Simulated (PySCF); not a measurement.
Bond dissociation energies of monosilicic acid

Molecule: monosilicic acid, `O[Si](O)(O)O` (H4O4Si). Non-hydrogen atoms are numbered in `[OH:1][Si:2]([OH:3])([OH:4])[OH:5]`.

Energies: M06-2X/def2-TZVP (PySCF, density fitting, integration grid level 3) on PBE0-D3(BJ)/def2-SVP structures. Zero-point and thermal terms (298.15 K, 1 bar) come from unscaled PBE0-D3(BJ)/def2-SVP harmonic frequencies, with soft modes damped to free rotors in the entropy.

| bond | r / Å | radicals | BDE(298 K) / kJ/mol | BDFE / kJ/mol | D₀ / kJ/mol | Dₑ / kJ/mol |
| --- | --- | --- | --- | --- | --- | --- |
| O1–H | 0.962 | `[O][Si](O)(O)O` + H• | 505 | 468 | 499 | 532 |
| O1–Si2 | 1.648 | OH• + `O[Si](O)O` | 583 | 530 | 577 | 598 |

Homolysis to relaxed radicals in the gas phase; the table need not hold every single bond outside rings.

Weakest of these: O1–H (505 kJ/mol); strongest: O1–Si2 (583 kJ/mol).
